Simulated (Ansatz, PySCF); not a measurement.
Ways to break one bond of C#CB(C)C:

A. C#CB(C)C -> C[B]C + [C]#C
B. C#CB(C)C → C#CB([CH2])C + H atom

Quantity: bond dissociation energy (enthalpy at 298 K, with B3LYP-D3(BJ) rigid-rotor harmonic-oscillator terms), kcal/mol. Geometries: B3LYP-D3(BJ)/def2-TZVP minima from Ansatz (a program for electronic structure), one conformer each, not searched for the lowest. Frequencies are from Ansatz or PySCF. Markedly spin-contaminated UHF reference, which strains HF, MP2 and, less, CCSD(T): [C]#C. High T1 diagnostic, so coupled cluster is less sure: [C]#C. Correlated levels leave the core frozen unless marked. UHF or UKS for open shells. No spin-orbit coupling. Non-relativistic. CBS marks a two-point X^-3 extrapolation of the correlation energy; Hartree-Fock from the larger set.

Q: Rank them by bond dissociation energy at CCSD(T)/CBS(cc-pVTZ,cc-pVQZ) (Ansatz), lowest first.

A: B (95.7 kcal/mol), A (145.4 kcal/mol)
